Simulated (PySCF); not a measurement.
Molecule: `InChI=1S/C2H3BCl2S/c4-3(5)2-1-6-2/h2H,1H2/t2-/m0/s1`.

Molfile (atoms numbered from 1):
```
C2H3BCl2S
     RDKit          3D

  9  9  0  0  0  0  0  0  0  0999 V2000
    2.4163    1.2468   -0.2178 Cl  0  0  0  0  0  0  0  0  0  0  0  0
    1.3917   -0.1239    0.1592 B   0  0  0  0  0  0  0  0  0  0  0  0
    2.0596   -1.7416    0.0343 Cl  0  0  0  0  0  0  0  0  0  0  0  0
   -0.0736    0.1195    0.6058 C   0  0  2  0  0  0  0  0  0  0  0  0
   -1.0144   -1.0113    0.7596 C   0  0  0  0  0  0  0  0  0  0  0  0
   -1.0580   -0.2928   -0.8968 S   0  0  0  0  0  0  0  0  0  0  0  0
   -0.3419    1.0799    1.0585 H   0  0  0  0  0  0  0  0  0  0  0  0
   -0.6012   -2.0234    0.8209 H   0  0  0  0  0  0  0  0  0  0  0  0
   -1.9136   -0.8357    1.3579 H   0  0  0  0  0  0  0  0  0  0  0  0
  1  2  1  0
  2  3  1  0
  2  4  1  0
  4  5  1  0
  5  6  1  0
  6  4  1  0
  4  7  1  1
  5  8  1  0
  5  9  1  0
M  END
```

Geometry PBE0-D3(BJ)/def2-SVP throughout; GIAO in PySCF 2.14.0 with density-fitted response routines, gas phase, one conformer, non-relativistic; equivalent atoms averaged; basis pcSseg-2.

For orientation, B3LYP gives these absolute shieldings σ: Cl1/Cl3 721.8, B2 38.8, C5 147.7, C4 148.4, S6 634.7, H8 28.48, H9 28.58, H7 28.63 ppm.

A run gave: Cl1/Cl3 733.0, B2 43.4, C5 153.3, C4 153.9, S6 665.8, H8 28.36, H9 28.45, H7 28.47 ppm (absolute shieldings σ).

Question: Which functional was used in that run?
A. PBE0
B. PBE
C. BHandHLYP
D. KT2
E. BP86

Answer: A. Cl1/Cl3 tells them apart best: PBE0 gives 733.0, BP86 gives 699.6, KT2 gives 725.4, PBE gives 697.9, BHandHLYP gives 760.0 ppm.
